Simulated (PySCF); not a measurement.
Geometries of 2 isomers of C5H8GeS, from PBE0-D3(BJ)/def2-SVP geometry optimisation, gas phase in PySCF. One conformer each, no zero-point energy, no frequencies.

Question: Which isomer lies lower at this level?
A.
```xyz
15
angstrom
C     -2.643    0.662   -0.118
Ge    -1.463   -0.831    0.314
C      0.389   -0.259    0.227
C      1.370   -0.709   -0.629
C      2.620   -0.052   -0.456
C      2.578    0.895    0.534
S      1.021    0.979    1.250
H     -2.523    0.944   -1.173
H     -2.385    1.531    0.505
H     -3.694    0.398    0.064
H     -1.607   -1.977   -0.706
H     -1.782   -1.360    1.728
H      1.196   -1.496   -1.366
H      3.516   -0.271   -1.040
H      3.382    1.544    0.880
```
B.
```xyz
15
angstrom
C      2.305    0.567    0.129
S      2.183   -1.202   -0.286
Ge    -0.027   -1.398   -0.321
C     -0.909   -0.055   -1.423
C     -1.641    0.716   -0.597
C     -1.634    0.391    0.851
C     -0.894   -0.657    1.260
H      1.808    1.192   -0.627
H      1.870    0.776    1.116
H      3.375    0.814    0.150
H     -0.315   -2.870   -0.649
H     -0.847    0.109   -2.500
H     -2.239    1.566   -0.947
H     -2.227    1.006    1.536
H     -0.823   -0.971    2.302
```

Answer: A. That is `[CH3][GeH2][C]1=CC=CS1`, 9.6 kcal/mol below the other.

```json
{"SMILES": "[CH3][GeH2][c]1cccs1", "atoms numbered as above": "[CH3:1][GeH2:2][c:3]1[cH:4][cH:5][cH:6][s:7]1", "E (Eh)": "-2669.38634", "relative (kcal/mol)": "0.0", "relative (kJ/mol)": "0.0", "dipole (D)": "0.66"}
{"SMILES": "C[S][GeH]1[CH]=CC=[CH]1", "atoms numbered as above": "[CH3:1][S:2][GeH:3]1[CH:4]=[CH:5][CH:6]=[CH:7]1", "E (Eh)": "-2669.37105", "relative (kcal/mol)": "9.6", "relative (kJ/mol)": "40.1", "dipole (D)": "1.95"}
```

As drawn, the lower has an aromatic ring, which the higher lacks; the higher has a C=C bond outside aromatic rings, which the lower lacks.
